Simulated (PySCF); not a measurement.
Cl₂Si, SMILES Cl[Si]Cl (connectivity only; charge and spin as stated), charge -1, multiplicity 2.

Coordinates come from a PBE0-D3(BJ)/def2-SVPD optimisation. The multiplicity is an assumed one; other spin states were not compared. The isomer is the one that the SMILES or the coordinates give; other isomers of the formula were not compared.

Two levels are set side by side: PBE/def2-TZVPD (PySCF) and r2SCAN/def2-TZVPD (PySCF). Same geometry, gas phase. Differences are taken from unrounded values.

```
quantity                     r2SCAN   PBE  PBE minus r2SCAN
---------------------------  ------  ----  ----------------
α-spin orbital gap (eV)        2.63  1.95             -0.68
β-spin orbital gap (eV)        4.34  3.80             -0.54
mean polarisability (bohr³)    87.8  92.0               4.2
```

Rough cost on one machine, each run with all the roots and properties that it gave: r2SCAN against PBE about 2 times.
